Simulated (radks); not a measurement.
Q: Species: Re49+. Configuration: [Ar] 3d8. Calculated with a radial shooting solver on a logarithmic mesh with Libxc functionals: Dirac Kohn-Sham, Slater X-alpha with alpha = 0.936, spin-unpolarised, spherical densities, finite nucleus; open shells fill j = l - 1/2 first; Fermi nuclear charge, rms radius 5.3698 fm. Some entries of the table are withheld. Estimate them.

orbital  occ.  eigenvalue (hartree)  <r> (bohr)
1s1/2       2             -2741.814     0.01802
2s1/2       2             -560.2300     0.07517
2p1/2       2                   (1)     0.06204
2p3/2       4                   (2)     0.07002
3s1/2       2             -200.4517      0.1903
3p1/2       2             -192.5327      0.1797
3p3/2       4             -179.8994      0.1929
3d3/2       4             -167.1112         (3)
3d5/2       4             -164.2734         (4)

A: 
(1) 2p1/2 eigenvalue (hartree): -541.8814
(2) 2p3/2 eigenvalue (hartree): -488.1076
(3) 3d3/2 <r> (bohr): 0.1671
(4) 3d5/2 <r> (bohr): 0.1712
